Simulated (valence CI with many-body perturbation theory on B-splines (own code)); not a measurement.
# Energy levels of Ni5+

Level of theory: configuration interaction combined with many-body perturbation theory (CI+MBPT): five valence electrons over a frozen Dirac-Fock core [Ar], radial functions for each j: 7 s, 7 p, 8 d, 6 f, 4 g, 1 h, with the one-electron correlation potential Σ1 (screened to all orders), the two-electron term Σ2, the three-electron term Σ3, Breit, model QED; selected single and double excitations, second order for the rest, scaled by the run's own slope (own B-spline code, finite nucleus).

Against 33 measured levels this calculation errs by 2573 cm⁻¹ on average and by 7640 at most. These come from a selection out of Corliss and Sugar, J. Phys. Chem. Ref. Data 10, 197 (1981). Levels without a partner in it may be off by more, other configurations by 1,000 to 8,000 cm⁻¹. Among the levels kept, up to 1600 cm⁻¹ of a level comes from second order outside the variational space, and about a tenth of that is noise between levels of different J, which matters for small intervals. Only levels of the ground parity were solved; by the run's estimate the other parity begins above the list, which can be wrong where configurations are misplaced.

Levels 1 to 45 of 46, with energies above the lowest level, 3d⁵ ⁶S_5/2. "Leading %" is the weight of the configuration and term that name the level; weights of strongly mixed levels are sums over their largest components and can fall short. In the jj column 3d3/2^4 stands for four electrons in 3d with j = 3/2.

```
No.  Configuration  Term     J  E (cm⁻¹)  Leading %      g                 Leading jj  Second component
  1            3d⁵    ⁶S   5/2         0         99  2.001     3d3/2^2 3d5/2^3 (43 %)                  
  2            3d⁵    ⁴G  11/2     40808         99  1.272     3d3/2^2 3d5/2^3 (51 %)                  
  3            3d⁵    ⁴G   5/2     40878         99  0.572     3d3/2^2 3d5/2^3 (39 %)                  
  4            3d⁵    ⁴G   9/2     40900         99  1.171     3d3/2^2 3d5/2^3 (66 %)                  
  5            3d⁵    ⁴G   7/2     40913         99  0.984     3d3/2^2 3d5/2^3 (43 %)                  
  6            3d⁵    ⁴P   5/2     45867         87  1.572       3d3/2^4 3d5/2 (32 %)       11 % 3d⁵ ⁴D
  7            3d⁵    ⁴P   3/2     46092         90  1.685     3d3/2^2 3d5/2^3 (48 %)        9 % 3d⁵ ⁴D
  8            3d⁵    ⁴P   1/2     46335         96  2.583     3d3/2^2 3d5/2^3 (53 %)                  
  9            3d⁵    ⁴D   7/2     49825         99  1.427     3d3/2^2 3d5/2^3 (55 %)                  
 10            3d⁵    ⁴D   1/2     50144         96  0.083     3d3/2^2 3d5/2^3 (79 %)                  
 11            3d⁵    ⁴D   3/2     50302         90  1.246       3d3/2 3d5/2^4 (49 %)        9 % 3d⁵ ⁴P
 12            3d⁵    ⁴D   5/2     50307         88  1.394     3d3/2^2 3d5/2^3 (39 %)       10 % 3d⁵ ⁴P
 13            3d⁵    ²I  11/2     58966         98  0.925     3d3/2^2 3d5/2^3 (48 %)                  
 14            3d⁵    ²I  13/2     59037         99  1.076     3d3/2^2 3d5/2^3 (99 %)                  
 15            3d⁵    ²D   5/2     63757         66  1.094       3d3/2^4 3d5/2 (35 %)       30 % 3d⁵ ²F
 16            3d⁵    ²D   3/2     64802         90  0.765     3d3/2^2 3d5/2^3 (61 %)        9 % 3d⁵ ⁴F
 17            3d⁵    ²F   7/2     66500         93  1.143     3d3/2^2 3d5/2^3 (38 %)        4 % 3d⁵ ⁴F
 18            3d⁵    ⁴F   5/2     67800         62  0.987     3d3/2^2 3d5/2^3 (63 %)       31 % 3d⁵ ²F
 19            3d⁵    ⁴F   9/2     67839         94  1.321     3d3/2^2 3d5/2^3 (51 %)        5 % 3d⁵ ²G
 20            3d⁵    ⁴F   7/2     68102         92  1.231       3d3/2 3d5/2^4 (46 %)        6 % 3d⁵ ²F
 21            3d⁵    ⁴F   3/2     68482         90  0.435       3d3/2 3d5/2^4 (44 %)        9 % 3d⁵ ²D
 22            3d⁵    ²F   5/2     68824         38  1.006             3d5/2^5 (49 %)       34 % 3d⁵ ⁴F
 23            3d⁵    ²H   9/2     71488         77  0.959     3d3/2^2 3d5/2^3 (67 %)       20 % 3d⁵ ²G
 24            3d⁵    ²H  11/2     72242         98  1.088       3d3/2 3d5/2^4 (61 %)                  
 25            3d⁵    ²G   7/2     73367         97  0.895     3d3/2^2 3d5/2^3 (68 %)                  
 26            3d⁵    ²G   9/2     74105         74  1.072       3d3/2 3d5/2^4 (62 %)       22 % 3d⁵ ²H
 27            3d⁵    ²F   5/2     78471         98  0.860     3d3/2^2 3d5/2^3 (56 %)                  
 28            3d⁵    ²F   7/2     78683         98  1.143       3d3/2 3d5/2^4 (38 %)                  
 29            3d⁵    ²S   1/2     86174         99  2.001     3d3/2^3 3d5/2^2 (40 %)                  
 30            3d⁵    ²D   3/2     95978         99  0.799     3d3/2^3 3d5/2^2 (35 %)                  
 31            3d⁵    ²D   5/2     96061         98  1.198       3d3/2 3d5/2^4 (34 %)                  
 32            3d⁵    ²G   9/2    106590         99  1.111     3d3/2^2 3d5/2^3 (82 %)                  
 33            3d⁵    ²G   7/2    106630         99  0.888     3d3/2^2 3d5/2^3 (49 %)                  
 34            3d⁵    ²P   3/2    129400         98  1.329     3d3/2^2 3d5/2^3 (74 %)                  
 35            3d⁵    ²P   1/2    129470         99  0.667     3d3/2^2 3d5/2^3 (46 %)                  
 36            3d⁵    ²D   5/2    140440         99  1.200     3d3/2^2 3d5/2^3 (83 %)                  
 37            3d⁵    ²D   3/2    140510         98  0.803       3d3/2 3d5/2^4 (47 %)                  
 38          3d⁴4s    ⁶D   1/2    288800         98  3.334  3d3/2^2 3d5/2^2 4s (45 %)                  
 39          3d⁴4s    ⁶D   3/2    289100         98  1.867    3d3/2^3 3d5/2 4s (43 %)                  
 40          3d⁴4s    ⁶D   5/2    289600         98  1.657  3d3/2^2 3d5/2^2 4s (62 %)                  
 41          3d⁴4s    ⁶D   7/2    290250         98  1.587  3d3/2^2 3d5/2^2 4s (44 %)                  
 42          3d⁴4s    ⁶D   9/2    291020         98  1.556    3d3/2 3d5/2^3 4s (44 %)                  
 43          3d⁴4s    ⁴D   1/2    300240         97  0.002  3d3/2^2 3d5/2^2 4s (33 %)                  
 44          3d⁴4s    ⁴D   3/2    300710         98  1.200  3d3/2^2 3d5/2^2 4s (50 %)                  
 45          3d⁴4s    ⁴D   5/2    301420         98  1.371  3d3/2^2 3d5/2^2 4s (50 %)
```

Names give the largest LS component (configuration and term), which can be under half, so a name can repeat, a term be missing and a line seem to break the LS rules; names also repeat where a configuration has a term twice.

Where two levels of one J and parity lie close, their mixing, g and order are uncertain.

The ionisation energy to 3d⁴ ⁵D0 of the next ion comes out as 106.3 eV (NIST: 108 ± 1 eV (semi-empirical)). All 46 levels together are meant to be complete up to 314710 cm⁻¹.
